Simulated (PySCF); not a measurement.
Ge(H)(Br)(Me)2 (C2H7BrGe), SMILES [CH3][GeH]([Br])[CH3].

The structure is a stationary point at PBE-D3(BJ)/def2-SVP.

Vertical ionisation energy (IE) and electron affinity (EA) in eV. Rows of orbital energies are one-electron estimates. Where ΔSCF, EOM or ADC give a negative EA the extra electron is unbound and the value depends on the basis.

```csv
level,IE,EA
"−ε(HOMO), −ε(LUMO), ωB97X/def2-TZVP (PySCF)",10.22,-2.03
"−ε(HOMO), −ε(LUMO), PBE/def2-TZVP (PySCF)",(withheld),(withheld)
```

Q: Some entries are withheld; supply them. (Estimate from the structure and the level; the computed values follow.)

A: 
- −ε(HOMO), −ε(LUMO), PBE/def2-TZVP (PySCF), IE: 6.61
- −ε(HOMO), −ε(LUMO), PBE/def2-TZVP (PySCF), EA: 0.95
